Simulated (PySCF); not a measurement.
C3H11ClSi2

The system: C3H11ClSi2, a small molecule; neutral, singlet. The structure, one conformer, was relaxed in the gas phase by PBE0-D3(BJ)/def2-SVP. No frequency run checks that it is a minimum.

SMILES: [SiH3]CC(Cl)C[SiH3]

```xyz
17

C     0.558   -0.685    0.846
C    -0.623   -0.424   -0.074
Si   -1.326   -1.955   -0.947
C     1.023    0.521    1.640
Si    1.622    1.978    0.586
Cl    0.130   -2.027    1.999
H     1.397   -1.098    0.265
H    -0.311    0.292   -0.855
H    -1.435    0.066    0.490
H    -0.206   -2.837   -1.398
H    -2.255   -2.726   -0.074
H    -2.083   -1.496   -2.153
H     1.852    0.228    2.305
H     0.206    0.873    2.294
H     0.483    2.696   -0.061
H     2.362    2.939    1.457
H     2.540    1.485   -0.489
```
(Å; atoms numbered from 1)

Shieldings: GIAO PBE0/pcSseg-1. Shifts are against computed references at the same level: C TMS (σ 184.4 ppm), H TMS (σ 31.27 ppm), Si TMS (σ 352.0 ppm). Core levels by delta-SCF with SCAN, pcX-2 on the ionised atom and pcseg-1 elsewhere, spin-free X2C (2p3/2 is the spin-free 2p value less a third of a first-order spin-orbit splitting); from the vacuum level, for chosen atoms.

Q: Give the NMR and core-level values of the distinct atoms.

A: 
| atoms | bonded to | σ (ppm) | δ (ppm) | core level (eV) |
| --- | --- | --- | --- | --- |
| C1 | 2 C + 1 Cl + 1 H | 117.4 | 67.0 | 1s 292.38 |
| C2 | 1 C + 1 Si + 2 H | 163.1 | 21.3 | 1s 290.56 |
| Si3 | 1 C + 3 H | 418.2 | -66.2 | 2p3/2 106.68 |
| C4 | 1 C + 1 Si + 2 H | 159.0 | 25.4 | 1s 290.58 |
| Si5 | 1 C + 3 H | 420.8 | -68.8 | - |
| Cl6 | 1 C | 710.4 | - | 2p3/2 205.45 |
| H7 | 1 C | 27.36 | 3.91 | - |
| H8 | 1 C | 30.18 | 1.09 | - |
| H9 | 1 C | 30.20 | 1.06 | - |
| H10 H11 H12 | 1 Si | 27.32 | 3.95 | - |
| H13 | 1 C | 29.70 | 1.57 | - |
| H14 | 1 C | 29.98 | 1.29 | - |
| H15 H16 H17 | 1 Si | 27.43 | 3.83 | - |

Values are those of this one static structure, with the three H of a rotating XH3 group averaged; atoms that internal rotation interchanges would show their mean in an NMR spectrum.

Q: Which of C1, C2, C4 holds its core electrons tightest, and by how much against the loosest?

A: C1 (bonded to 2 C + 1 Cl + 1 H), by 1.81 eV over C2 (bonded to 1 C + 1 Si + 2 H).

Q: By CAM-B3LYP/def2-SVPD (TDDFT singlets, Tamm-Dancoff triplets, ionisation by delta-SCF), where does absorption start, and what does vertical ionisation take?

A: The lowest singlet lies at 7.15 eV (f 0.003), the strongest of the first 6 at 8.37 eV (f 0.068), the lowest triplet at 6.51 eV; vertical ionisation takes 10.57 eV.

The 3 runs behind this took 7.1 min in all, one thread each of Arm Neoverse V2 on a shared host, launched as `OMP_NUM_THREADS=1 python cluster_run.py task.json out`.
